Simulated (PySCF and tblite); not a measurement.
The numbers below are computed, except where a source is named.
C2H7F3SSi2, numbered as in [F:1][C:2]([F:3])([F:4])[C@H:5]([SiH3:6])[S:7][SiH3:8].

Free energies: PBE0-D3(BJ)/def2-SVP (IEF-PCM, tetrahydrofuran) on GFN2-xTB structures plus GFN2-xTB thermal terms, symmetry and mirror images included. Conformers within 2.5 kcal/mol (GFN2-xTB free energy) were kept, 4 at most. Codes: tblite and PySCF.

Torsions listed: Si6–C5–S7–Si8.

```json
{"conformer": "1", "shape": "168°", "symmetry": "C1", "E(GFN2) kcal/mol": "0.00"}
{"conformer": "2", "shape": "-84°", "symmetry": "C1", "E(GFN2) kcal/mol": "0.21"}
```

(1) Which of these conformers is the most populated at 298.15 K, and with what share?

(2) Give the DFT energies and free energies relative to the lowest, and all weights.

(3) How does its share change from 250 K to 350 K?

## Answers

(1) Conformer 1, about 92 %.

(2) 
```json
{"conformer": "1", "shape": "168°", "E(DFT) kcal/mol": "0.00", "G(298.15 K) kcal/mol": "0.00", "weight %": "92.1"}
{"conformer": "2", "shape": "-84°", "E(DFT) kcal/mol": "0.93", "G(298.15 K) kcal/mol": "1.45", "weight %": "7.9"}
```

(3) From 94 % to 90 %; the mixing entropy goes from 0.43 to 0.66 cal/(mol K).


Conformer gaps in def2-SVP on xTB geometries can be 2 kcal/mol too large for S=O, P=O and other polar bonds.